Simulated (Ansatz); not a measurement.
Nudged elastic band run: BClFH3O

Input:

```yaml
crystal:
  periodic: [false, false, false]
  atoms:
    - { symbol: B, position_ang: [0.05418, -0.080521, 0.148868] }
    - { symbol: Cl, position_ang: [-0.068938, 0.532935, 1.895108] }
    - { symbol: H, position_ang: [1.074283, 0.217499, -0.43904] }
    - { symbol: F, position_ang: [-1.125307, -0.025149, -0.543935] }
    - { symbol: O, position_ang: [0.185336, -1.770647, 0.448242] }
    - { symbol: H, position_ang: [-0.656347, -2.127215, 0.086872] }
    - { symbol: H, position_ang: [0.073692, -1.776501, 1.429585] }
basis:
  gaussian: { orbitals: def2-SVP }
hamiltonian:
  xc: pbe
  dispersion: d4
neb:
  order_check: false
  images: 5
  f_tol: 0.05
  max_iterations: 60
  final_atoms:
    - { symbol: B, position_ang: [-0.1234643, -0.37325464, -0.61683639] }
    - { symbol: Cl, position_ang: [0.69264347, -0.42165631, 3.26405259] }
    - { symbol: H, position_ang: [0.50986593, 0.62894188, -0.37797617] }
    - { symbol: F, position_ang: [-0.64062026, -0.5912496, -1.82956492] }
    - { symbol: O, position_ang: [-0.31271072, -1.29538196, 0.36971947] }
    - { symbol: H, position_ang: [-0.83956001, -2.06821265, 0.0848754] }
    - { symbol: H, position_ang: [0.25074489, -0.90878572, 2.13143002] }
  initial_path:
    images:
      - { positions_ang: [[0.05418, -0.080521, 0.148868], [-0.068938, 0.532935, 1.895108], [1.074283, 0.217499, -0.43904], [-1.125307, -0.025149, -0.543935], [0.185336, -1.770647, 0.448242], [-0.656347, -2.127215, 0.086872], [0.073692, -1.776501, 1.429585]] }
      - { positions_ang: [[0.03689083, -0.05439758, 0.09817932], [-0.04672267, 0.35800265, 1.9989964], [1.06087131, 0.14268722, -0.49137129], [-1.13000724, -0.01776186, -0.58448384], [0.1467247, -1.72075122, 0.48005648], [-0.59651831, -2.15392734, 0.03427102], [0.06566038, -1.58345089, 1.49005191]] }
      - { positions_ang: [[0.01960166, -0.02827415, 0.04749063], [-0.02450733, 0.18307031, 2.1028848], [1.04745962, 0.06787545, -0.54370259], [-1.13470748, -0.01037471, -0.62503268], [0.1081134, -1.67085544, 0.51187096], [-0.53668962, -2.18063968, -0.01832995], [0.05762875, -1.39040077, 1.55051882]] }
      - { positions_ang: [[0.00231249, -0.00215073, -0.00319805], [-0.002292, 0.00813796, 2.2067732], [1.03404793, -0.00693633, -0.59603388], [-1.13940773, -0.00298757, -0.66558152], [0.0695021, -1.62095965, 0.54368544], [-0.47686092, -2.20735202, -0.07093093], [0.04959713, -1.19735066, 1.61098574]] }
      - { positions_ang: [[-0.03961311, -0.12585203, -0.20774416], [0.22935316, -0.1351268, 2.55919967], [0.8593206, 0.20502307, -0.52334798], [-0.97314524, -0.19907491, -1.05357599], [-0.05790217, -1.51243376, 0.48569678], [-0.59776062, -2.16097223, -0.01899549], [0.11664638, -1.10116235, 1.78446716]] }
      - { positions_ang: [[-0.0815387, -0.24955334, -0.41229028], [0.46099831, -0.27839155, 2.91162613], [0.68459326, 0.41698247, -0.45066207], [-0.80688275, -0.39516225, -1.44157045], [-0.18530645, -1.40390786, 0.42770813], [-0.71866032, -2.11459244, 0.03293996], [0.18369564, -1.00497403, 1.95794859]] }
      - { positions_ang: [[-0.1234643, -0.37325464, -0.61683639], [0.69264347, -0.42165631, 3.26405259], [0.50986593, 0.62894188, -0.37797617], [-0.64062026, -0.5912496, -1.82956492], [-0.31271072, -1.29538196, 0.36971947], [-0.83956001, -2.06821265, 0.0848754], [0.25074489, -0.90878572, 2.13143002]] }
```

Launched with:

```bash
$ ansatz run input.yaml --threads 1 --pin off --max-ram 2048MiB --backend cpu --events-out ev --progress --plain --runs-dir out
```

Output, in part (warnings, iteration lines, the closing report on the highest movable image, with atoms numbered from 0):

```
NEB end point (image 0): max|allowed force component| = 2.039e-2 eV/Å (the criterion of neb.relax_end_points is 1.000e-2)
NEB end point (image 6): max|allowed force component| = 1.789e-2 eV/Å (the criterion of neb.relax_end_points is 1.000e-2)
NEB iter   1: max|band force component| = 7.740e0 eV/Å  barrier→ = 2.4818 eV  barrier← = 2.6473 eV  Δτ_max = 0.1937 Å  (175 SCF iters)
NEB iter   2: max|band force component| = 3.828e0 eV/Å  barrier→ = 1.2824 eV  barrier← = 1.4479 eV  Δτ_max = 0.1953 Å  (154 SCF iters)
NEB iter   3: max|band force component| = 2.769e0 eV/Å  barrier→ = 0.7412 eV  barrier← = 0.9067 eV  Δτ_max = 0.1974 Å  (154 SCF iters)
NEB iter   4: max|band force component| = 1.744e0 eV/Å  barrier→ = 0.8121 eV  barrier← = 0.9775 eV  Δτ_max = 0.1064 Å  (154 SCF iters)
NEB iter   5: max|band force component| = 1.534e0 eV/Å  barrier→ = 0.7072 eV  barrier← = 0.8727 eV  Δτ_max = 0.0921 Å  (135 SCF iters)
NEB iter   6: max|band force component| = 1.091e0 eV/Å  barrier→ = 0.5148 eV  barrier← = 0.6802 eV  Δτ_max = 0.1235 Å  (136 SCF iters)
NEB iter   7: max|band force component| = 8.672e-1 eV/Å  barrier→ = 0.3547 eV  barrier← = 0.5201 eV  Δτ_max = 0.0696 Å  (145 SCF iters)
NEB iter   8: max|band force component| = 6.620e-1 eV/Å  barrier→ = 0.3573 eV  barrier← = 0.5228 eV  Δτ_max = 0.0861 Å  (134 SCF iters)
NEB iter   9: max|band force component| = 6.312e-1 eV/Å  barrier→ = 0.3587 eV  barrier← = 0.5241 eV  CI = image 1  Δτ_max = 0.1183 Å  (133 SCF iters)
NEB iter  10: max|band force component| = 5.595e-1 eV/Å  barrier→ = 0.5274 eV  barrier← = 0.6929 eV  CI = image 1  Δτ_max = 0.0573 Å  (138 SCF iters)
NEB iter  11: max|band force component| = 4.102e-1 eV/Å  barrier→ = 0.5256 eV  barrier← = 0.6910 eV  CI = image 1  Δτ_max = 0.0571 Å  (132 SCF iters)
NEB iter  12: max|band force component| = 2.001e-1 eV/Å  barrier→ = 0.5065 eV  barrier← = 0.6719 eV  CI = image 1  Δτ_max = 0.0404 Å  (131 SCF iters)
NEB iter  13: max|band force component| = 1.749e-1 eV/Å  barrier→ = 0.4993 eV  barrier← = 0.6647 eV  CI = image 1  Δτ_max = 0.0354 Å  (124 SCF iters)
NEB iter  14: max|band force component| = 1.166e-1 eV/Å  barrier→ = 0.4946 eV  barrier← = 0.6600 eV  CI = image 1  Δτ_max = 0.0200 Å  (115 SCF iters)
NEB iter  15: max|band force component| = 6.366e-2 eV/Å  barrier→ = 0.4929 eV  barrier← = 0.6583 eV  CI = image 1  Δτ_max = 0.0085 Å  (123 SCF iters)
NEB iter  16: max|band force component| = 3.493e-2 eV/Å  barrier→ = 0.4926 eV  barrier← = 0.6580 eV  CI = image 1  Δτ_max = 0.0000 Å  (237 SCF iters)
Total energy: -17994.93032440 eV, -661.3014920198 hartree
Atom 0 at     0.057271    -0.294945    -0.067924 Å, force     0.031917    -0.032875     0.022440 eV/Å
Atom 1 at    -0.052068     0.166075     2.123455 Å, force    -0.001263     0.003549    -0.004652 eV/Å
Atom 2 at     1.081849     0.240503    -0.415862 Å, force    -0.001421     0.004252    -0.002142 eV/Å
Atom 3 at    -1.122244     0.006724    -0.627595 Å, force    -0.024449     0.005154    -0.011024 eV/Å
Atom 4 at     0.165697    -1.735732     0.341784 Å, force    -0.001097     0.028296    -0.006856 eV/Å
Atom 5 at    -0.692063    -2.178229     0.167815 Å, force    -0.003075     0.001751     0.001761 eV/Å
Atom 6 at     0.098457    -1.233996     1.504029 Å, force    -0.000613    -0.010127     0.000473 eV/Å
Dipole moment:    -0.141100    -0.512883    -0.098712 e Å
```

The run converged. A vibrational analysis at the climbing image gives one clearly imaginary mode, 805i cm⁻¹: a first-order saddle point. The orbitals stay closed-shell, which can raise the energy where a bond breaks towards radicals; this wasn't checked here.

Final band (atoms are numbered from 1 in the order of the input):

```
image  path coordinate (Å)  energy (eV)  B1–Cl2 (Å)  O5–H7 (Å)  Cl2–H7 (Å)
    0                 0.00         0.00        1.85       0.99        2.36
    1                 0.78         0.49        2.24       1.27        1.54
    2                 1.39        -0.02        2.81       1.80        1.32
    3                 1.99        -0.15        3.35       2.00        1.31
    4                 2.59        -0.16        3.67       1.94        1.31
    5                 3.19        -0.16        3.87       1.90        1.31
    6                 3.79        -0.17        3.97       1.89        1.31
```

Run time: 2.2 min on 1 thread of Arm Neoverse V2 (shared host), peak memory 0.15 GiB.
